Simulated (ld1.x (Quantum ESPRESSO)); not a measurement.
Zr: one change to a TM semilocal potential, before and after

zirconium, norm-conserving Troullier–Martins (semilocal form), made with ld1.x (Quantum ESPRESSO) 7.5 (PBE, scalar-relativistic). Core [Kr], reference 4d2 5s1 5p0 (charge +1). Waves: 5s (bound): rc 3.30 bohr; 4d (bound): rc 2.00 bohr; 5p (bound, empty): rc 3.60 bohr. Local part: the p channel. Core correction: Bessel-smoothed model core inside 1.90 bohr.

All-electron outer shells of the reference configuration (PBE, scalar-relativistic, ld1.x):

| shell | level (eV) | outermost node (bohr) | outermost maximum (bohr) |
| --- | --- | --- | --- |
| 4p | -39.14 | 0.56 | 1.17 |
| 4d | -9.98 | 0.58 | 1.59 |
| 5s | -9.94 | 1.46 | 3.00 |
| 5p | -6.26 | 1.68 | 3.71 |

Change: core [Ar] 3d10 4s2, valence charge 10; reference 4p6 4d2 5s0 5p0; waves now 4p (bound): rc 1.65 bohr; 4d (bound): rc 1.85 bohr; 5s (bound): rc 2.75 bohr; local potential the s channel; core correction Bessel-smoothed model core inside 1.70 bohr.

Cutoffs: the cutoffs (Ry, on a coarse ladder) from which the occupation-weighted sum of valence levels, in a spherical-Bessel basis at the reference potential, stays within 10 and 1 mRy of its value at 400 Ry; they do not see the model core or the augmentation charge, which bear on the density cutoff. Errors are all-electron minus pseudo energies relative to the spin-unpolarised reference configuration.

**Question.** What does the change do?

**Answer.** The potential gets harder (30 Ry and 35 Ry → 40 Ry and 70 Ry); neither file shows a bound ghost. The added semicore shells are compact, so their waves need more plane waves. In the semilocal form every listed channel keeps its own potential, so the choice of the local channel does not act on these tests. It acts once the file is put into the separable form. A semilocal file is local in each channel, so a ghost entry of none says nothing of the separable form that plane-wave codes build from it. Several settings change at once here, so the effects cannot be laid on one of them.

```csv
quantity,base,changed
"cutoff, loose",30 Ry,40 Ry
"cutoff, tight",35 Ry,70 Ry
bound ghosts,none,none
"largest error over its own tests, meV",-245,-327
```
